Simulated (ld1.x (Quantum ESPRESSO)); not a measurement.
An all-electron radial function and its pseudo partner (fluorine)

Columns: radius, all-electron u(r) and pseudo u(r) of the 2p shell (level -11.30 eV) of fluorine in the configuration [He] 2s2 2p5; LDA (PZ), non-relativistic, TM scheme, ld1.x (Quantum ESPRESSO) 7.5.

```
r (bohr)  all-electron  pseudo
   0.075        0.0866  0.0295
   0.150        0.2557  0.1143
   0.225        0.4324  0.2433
   0.300        0.5865  0.3996
   0.375        0.7081  0.5633
   0.450        0.7967  0.7148
   0.525        0.8555  0.8380
   0.600        0.8894  0.9235
   0.675        0.9033  0.9690
   0.750        0.9017  0.9787
   0.825        0.8885  0.9609
   0.900        0.8670  0.9252
   0.975        0.8395  0.8803
   1.050        0.8080  0.8328
   1.125        0.7741  0.7867
   1.200        0.7388  0.7439
   1.275        0.7029  0.7044
   1.350        0.6672  0.6674
   1.425        0.6320  0.6320
   1.500        0.5976  0.5976
   1.575        0.5642  0.5642
   1.650        0.5321  0.5321
   1.725        0.5013  0.5013
   1.800        0.4719  0.4719
   1.875        0.4438  0.4438
   1.950        0.4172  0.4172
```

Q: How many radial nodes do the two functions have?

A: The all-electron 2p function has n − l − 1 = 0; the pseudo-wave has 0.

Q: At about which radius was the pseudo-wave matched?

A: 1.50 bohr. The columns agree to 0.0005 from 1.35 bohr on; several derivatives are matched, so the curves merge somewhat inside the radius.

Q: Where does each function peak?

A: Outermost all-electron maximum near 0.68 bohr, pseudo maximum near 0.75 bohr (to the table’s step).

Q: Is the pseudo-wave norm-conserving?

A: Yes: the TM scheme keeps the norm inside the radius equal to the all-electron one, which fixes the energy derivative of the logarithmic derivative at the level.
